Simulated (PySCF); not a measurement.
NMR problem set

Equivalent nuclei averaged, one conformer, non-relativistic Hamiltonian, in vacuum. Shielding tensors at PBE0/pcSseg-1 (GIAO); structure optimised with GFN2-xTB; PySCF 2.14.0 with density-fitted response routines.

Scale: $^{1}$H and $^{13}$C vs TMS (reference shieldings calculated alike). Splittings of carbon signals by F and P are missing where no couplings were computed. Where no couplings were computed, multiplicities follow the n + 1 count of equivalent neighbours, and m marks all less simple cases (inequivalent or close neighbours, rings, F or P nearby). Shifts are as computed. Against solution values, carbons near 30 ppm lie about +3 ppm off and those near 130 ppm about +5 ppm. Of 1211 compounds with measured shifts, 218 miss one by over three times the rms of a fit or turn the order of signals round; such compounds aren't used in these exercises.

**Question.** C6H9F. $^{1}$H NMR (500 MHz, computed): δ 5.83 (m, 1H), 5.05 (m, 2H), 1.50 (m, 6H). $^{13}$C{$^{1}$H} NMR (computed): δ 217.9 (C), 104.0 (CH), 94.7 (C), 81.4 (CH2), 29.8 (CH3). Give a structure.

**Answer.** `C=C=CC(C)(C)F`. Rings plus π bonds: 2 (no ring in the answer). 5 carbon signals for 6 carbons: some carbons are equivalent by symmetry or fast rotation. Carbon types of the structure: 2 × C, 1 × CH, 1 × CH2, 2 × CH3, which accounts for all hydrogens. δC 217.9: central carbon of an allene; the central sp carbon of an allene is among the most deshielded carbons of hydrocarbons. δC 104.0, 81.4: terminal carbon of a cumulated C=C=C unit. δC 94.7: allylic fully substituted sp3 carbon bonded to F; the inductive effect lowers its shielding. δC 29.8: methyl carbon; aliphatic region, no heteroatom directly attached.

The data come from this structure; uniqueness wasn't tested.

**Question.** C5H7N. $^{1}$H NMR (400 MHz, computed): δ 7.65 (d, 1H), 4.09 (q, 2H), 2.97 (d, 1H), 1.37 (t, 3H). $^{13}$C{$^{1}$H} NMR (computed): δ 144.4 (CH), 93.3 (CH), 78.0 (C), 56.0 (CH2), 18.9 (CH3). What is it?

**Answer.** `C#C/C=N\CC`. The formula gives 3 degrees of unsaturation (no ring in the answer). 5 carbon signals for 5 carbons: no two carbons are equivalent. Carbon types of the structure: 1 × C, 2 × CH, 1 × CH2, 1 × CH3, which accounts for all hydrogens. δC 144.4: C=N carbon. δC 93.3: terminal alkyne carbon; the triple bond shields along its axis, which puts it between sp3 and sp2 carbons. δC 78.0: alkyne carbon; the triple bond shields along its axis, which puts it between sp3 and sp2 carbons. δH 4.09: hydrogen on an sp3 CH2 bonded to N; its carbon carries N, hence the downfield position.

This is the structure that produced the data.
